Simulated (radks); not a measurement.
The numbers below are computed, except where a source is named.
Species: the argon ion Ar8+. Configuration: [Ne].

Code: a radial shooting solver on a logarithmic mesh with Libxc functionals. Model: Dirac Kohn-Sham, PBE, spin-unpolarised, spherical densities, finite nucleus; Fermi nuclear charge, rms radius 3.4274 fm.

Energy parts (hartree):
total: -507.99530
kinetic: 511.34265
electron-nucleus: -1145.27862
Hartree: 152.46053
exchange-correlation: -26.51986

Orbitals (lengths in bohr, moments of r in powers of bohr; r(max) is where P^2 peaks; r(90%) holds 90 % of the orbital's charge):
orbital  occ.  eigenvalue (hartree)      <r^4>  r(90%)   r(max)  <1/r>
1s1/2       2             -121.1023  0.0002515   0.153  0.05605  17.70
2s1/2       2             -16.94981    0.06893   0.636   0.3367  3.602
2p1/2       2             -14.58459    0.05798   0.608   0.2770  3.523
2p3/2       4             -14.49967    0.05918   0.611   0.2789  3.493

The highest occupied level is 2p3/2 at -394.56 eV. The electron density at the nucleus is 4312 e/bohr^3. The density falls to 0.001 e/bohr^3 at r = 1.32 bohr.
